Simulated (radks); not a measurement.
Problem. Numerical settings for the cadmium ion Cd3+, [Kr] 4d9. Method: Dirac Kohn-Sham, BLYP, spin-unpolarised, spherical densities, point nucleus; open shells are shared between the two j in proportion to 2j + 1; computed with a radial shooting solver on a logarithmic mesh with Libxc functionals. The defaults (mesh step 0.008 in ln r, mesh end at 40 bohr or more with all orbitals vanishing there, Anderson mixing 0.5 over 9 steps, residual threshold near 1e-9 with the energy settled to 1e-9 hartree or 1e-11 of itself, here a cap of 50 iterations) give E = -5594.2639 hartree and 4d5/2 at -45.374 eV in 14 iterations. Run on one thread of a shared host, so times are rough (Arm Neoverse V2): 0.11 s of CPU time, 0.11 s wall, 14 iterations on 2476 mesh points. One setting is changed at a time: mesh step in ln r 0.005; mesh step in ln r 0.012; mesh step in ln r 0.2; mesh end (bohr) 5; mesh end (bohr) 12; residual threshold 0.1; residual threshold 1e-16; mixing 1.5; linear mixing, mixing 0.8; linear mixing, mixing 0.05; mixing history 20; iteration cap 3. Which runs fail to converge, and which converge to a wrong energy?

Solution. Not converged within the cap: mesh step in ln r 0.2; residual threshold 1e-16; linear mixing, mixing 0.8; linear mixing, mixing 0.05; iteration cap 3. No run marked as converged misses the energy by more than 1 mhartree.
